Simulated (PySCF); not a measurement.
Run record: excited-state job, `BCCCF`.

Computed with TDDFT wB97X-D/def2-SVPD, vertical, gas phase, core orbitals frozen in the response (PySCF 2.14.0, density-fitted response routines). Geometry: GFN2-xTB. A driver script takes a list of jobs; this job's settings line and coordinates (Å) are shown.

Input:
```
{"job": {"kind": "uv", "xc": "wB97X-D", "basis": "def2-SVPD", "nstates": 8, "ntriplets": 3}, "charge": 0, "multiplicity": 1}
B      1.709083     0.708081    -0.061307
C      0.838012    -0.584216     0.106107
C     -0.568241    -0.566816    -0.504173
C     -1.487461     0.386396     0.244549
F     -1.691840    -0.058468     1.532008
H      2.745819     0.763166     0.476103
H      1.361523     1.598694    -0.735478
H      0.748734    -0.846881     1.164892
H      1.399793    -1.416636    -0.332761
H     -0.526266    -0.248220    -1.546467
H     -1.009025    -1.566226    -0.468424
H     -2.477130     0.446624    -0.220720
H     -1.047389     1.384988     0.327944
```

**Question.** Give the output.

**Answer.** 
```
coarse grid: 10392 points
cycle   1  E = -243.4760645335  dE =  3.778e-01  |g| = 4.734e-01  |ddm| = 4.253e+00
cycle   2  E = -243.4811779109  dE = -5.113e-03  |g| = 5.081e-01  |ddm| = 8.940e-01
cycle   3  E = -243.5218802777  dE = -4.070e-02  |g| = 4.435e-02  |ddm| = 3.880e-01
cycle   4  E = -243.5222381333  dE = -3.579e-04  |g| = 1.876e-02  |ddm| = 7.792e-02
cycle   5  E = -243.5223235919  dE = -8.546e-05  |g| = 3.964e-03  |ddm| = 3.355e-02
cycle   6  E = -243.5223280713  dE = -4.479e-06  |g| = 4.703e-04  |ddm| = 8.374e-03
final grid: 99416 points
cycle   7  E = -243.5571132467  dE = -9.541e-05  |g| = 6.392e-03  |ddm| = 1.163e-01
cycle   8  E = -243.5571140537  dE = -8.070e-07  |g| = 7.096e-03  |ddm| = 1.636e-02
cycle   9  E = -243.5571217084  dE = -7.655e-06  |g| = 4.395e-04  |ddm| = 4.495e-03
cycle  10  E = -243.5571217782  dE = -6.978e-08  |g| = 2.820e-04  |ddm| = 1.688e-03
cycle  11  E = -243.5571217993  dE = -2.112e-08  |g| = 3.591e-05  |ddm| = 4.757e-04
cycle  12  E = -243.5571218003  dE = -9.714e-10  |g| = 1.444e-05  |ddm| = 1.344e-04
converged SCF energy = -243.5571218003

Static polarisability (au): isotropic 51.904, principal 47.269 51.068 57.373

Singlet excitations
state   eV       nm        f      main configurations
  1   5.9457    208.5   0.00116   H->L 0.81
  2   6.0534    204.8   0.00018   H-1->L 0.68, H-3->L 0.18
  3   7.7106    160.8   0.02667   H-2->L 0.63, H-3->L 0.13, H-1->L 0.13
  4   7.8198    158.6   0.01271   H-3->L 0.43, H-2->L 0.21, H-4->L 0.13
  5   8.5619    144.8   0.00269   H-4->L 0.77, H-3->L 0.13
  6   8.9530    138.5   0.01527   H->L+1 0.80
  7   9.0473    137.0   0.01485   H-1->L+1 0.84
  8   9.3893    132.0   0.05611   H-5->L 0.62, H-2->L+1 0.11

Triplet excitations (Tamm-Dancoff, eV): 5.4475 5.4884 7.3792
```

The SCF starts on a coarse grid where the log names one; the energy can jump when the final grid takes over, and dE then counts from the start density on the new grid. H and L stand for HOMO and LUMO; the number after each pair is its weight.

**Question.** Give the mean polarisability as a volume in Å³, and the ratio of the largest to the smallest principal value.

**Answer.** 51.904 au × 0.148185 = 7.69 Å³; 57.373/47.269 = 1.21.

**Question.** Give S1 in cm⁻¹ and kJ/mol.

**Answer.** 5.9457 eV × 8065.54 = 47955 cm⁻¹; × 96.485 = 573.7 kJ/mol.

In short: HOMO -10.87 eV, LUMO 0.51 eV; lowest singlet 5.95 eV; lowest triplet 5.45 eV (Tamm–Dancoff); mean polarisability 51.9 au.

**Question.** How long does this job take on one thread, x86-64 server, no GPU, shared host?

**Answer.** About 9.9 s.

One conformer stands for the species.
Labels such as C1 count atoms from 1, the log's own numbers from 0.

Note: wB97X-D ran without an empirical dispersion term, which enters the total energy and its gradient alone.
